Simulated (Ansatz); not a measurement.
Relaxation of C₂H₅AlF₂ (10 atoms, charge 0, multiplicity 1), to a largest force component of 0.02 eV/Å in at most 40 steps.

All numbers below come from RKS r2SCAN-D4/STO-3G (Ansatz 0.2.0).

```xyz
10
Properties=species:S:1:pos:R:3
C -0.984 -0.637 0.544
C 0.415 -0.574 0.067
F 0.574 -1.527 -0.926
Al 0.996 1.231 -0.673
F -0.293 2.540 -0.738
H -1.714 -0.361 -0.319
H -1.251 -1.593 0.944
H -1.153 0.179 1.325
H 1.090 -0.780 0.969
H 2.404 1.472 -1.190
```

Problem. Where does it end, and by what steps?

Solution. It converged. Limits of this set-up: minimal basis. After 5 steps the energy has fallen by 1.037 eV; F5 moved furthest, 0.21 Å.

```json
{"step": "0", "energy less start (eV)": "0.0000", "largest force component (eV/Å)": "3.878", "accepted": "yes"}
{"step": "1", "energy less start (eV)": "-0.8978", "largest force component (eV/Å)": "1.841", "accepted": "yes"}
{"step": "2", "energy less start (eV)": "-1.0142", "largest force component (eV/Å)": "0.772", "accepted": "yes"}
{"step": "3", "energy less start (eV)": "-1.0366", "largest force component (eV/Å)": "0.086", "accepted": "yes"}
{"step": "4", "energy less start (eV)": "-1.0373", "largest force component (eV/Å)": "0.037", "accepted": "yes"}
{"step": "5", "energy less start (eV)": "-1.0374", "largest force component (eV/Å)": "0.011", "accepted": "yes"}
```

```xyz
10
Properties=species:S:1:pos:R:3
C -1.031 -0.572 0.532
C 0.460 -0.533 0.034
F 0.659 -1.579 -0.915
Al 0.968 1.218 -0.673
F -0.177 2.374 -0.668
H -1.731 -0.351 -0.288
H -1.291 -1.560 0.941
H -1.188 0.177 1.323
H 1.087 -0.772 0.934
H 2.327 1.546 -1.218
```

Time of the run: 23 s on 1 thread of Arm Neoverse V1 (shared host), peak memory 0.14 GiB.
